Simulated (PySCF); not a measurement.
Multinuclear NMR of 4,4,4-trifluorobutan-2-one

Numbering as in the mapped SMILES `[CH3:1][C:2](=[O:3])[CH2:4][C:5]([F:6])([F:7])[F:8]`. Each H is labelled by its parent atom.

- shielding tensors at PBE0/pcSseg-1 (GIAO)
- coordinates at the GFN2-xTB level
- run in PySCF 2.14
- one conformer, non-relativistic Hamiltonian, in vacuum, fast rotation and ring inversion assumed for equivalent nuclei

Task: Where does $^{19}$F resonate?

Result: 
| atoms | environment | σ (ppm) | δ (ppm) |
| --- | --- | --- | --- |
| F6/F7/F8 | fluorine of a CF3 group | 247.6 | -62.8 |

Shieldings were converted by a linear fit to measured shifts: $^{19}$F (scatter 6.0 ppm rms, 7.0 ppm with the 5 outliers that the fit left out vs CFCl3, solution or neat liquid, with a term for F on sp3 carbon). A few per cent of atoms miss by over 2 rms, more outside the fitted compound classes.

On a 600 MHz spectrometer $^{19}$F resonates near 564.6 MHz, so 1 ppm is 564.6 Hz.

Task: Where does $^{17}$O resonate?

Result: 
| atoms | environment | σ (ppm) | δ (ppm) |
| --- | --- | --- | --- |
| O3 | ketone oxygen | -365.8 | 599.9 |

Shieldings were converted by a linear fit to measured shifts: $^{17}$O (scatter 10.7 ppm rms, 12.2 ppm with the 3 outliers that the fit left out vs liquid water, solution or neat liquid). Occasional misses reach two or three times the rms, and more in compound classes unlike the fitted ones.

On a 300 MHz spectrometer $^{17}$O resonates near 40.7 MHz, so 1 ppm is 40.7 Hz.
